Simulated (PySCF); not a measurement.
SnH₃, SMILES [SnH3+], charge +1.

Geometry: PBE0-D3(BJ)/def2-TZVPD. The spin state was assumed, not searched. The isomer is the one that the SMILES or the coordinates give; other isomers of the formula were not compared. The def2 effective core potentials stand for the cores of Sn; spin–orbit coupling is left out.

The numbers are results of r2SCAN/def2-TZVPD run with PySCF, not measurements.

Computed frontier levels, gap, dipole moment and polarisability:
```json
{
  "highest_occupied_level": "-15.19 eV",
  "lowest_empty_level": "-10.00 eV",
  "orbital_gap": "5.19 eV",
  "dipole_moment_about_the_centre_of_nuclear_charge": "0.00 D",
  "mean_static_polarisability": "29.8 bohr³ (4.42 Å³)",
  "polarisability_principal_values": "22.2, 33.7, 33.7 bohr³"
}
```
